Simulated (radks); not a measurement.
Ba III, 54 electrons, occupied as [Xe]. All-electron calculation, scalar-relativistic Kohn-Sham, LB94 model potential, spin-polarised, spherical densities, finite nucleus; Fermi nuclear charge, rms radius 4.8378 fm. Program: a radial shooting solver on a logarithmic mesh with Libxc functionals. Some entries of the table are withheld. Estimate them.

orbital  occ.  eigenvalue (Ry)  <r^2> (bohr^2)  <1/r> (bohr^-1)
1s          2        -2751.619             (1)            60.75
2s          2        -437.1791         0.01415            13.98
2p          6        -392.5876         0.01123            13.31
3s          2        -93.96958         0.09706            5.038
3p          6        -79.62356         0.09696            4.788
3d         10        -58.70844             (2)            4.547
4s          2        -19.47405          0.5131            2.081
4p          6        -14.87156          0.5824            1.917
4d         10              (3)          0.7370            1.659
5s          2         -3.84566           2.936           0.8243
5p          6         -2.71146           4.038           0.6937

Answer. 
(1) 1s <r^2> (bohr^2): 0.0008857
(2) 3d <r^2> (bohr^2): 0.08330
(3) 4d eigenvalue (Ry): -8.17719
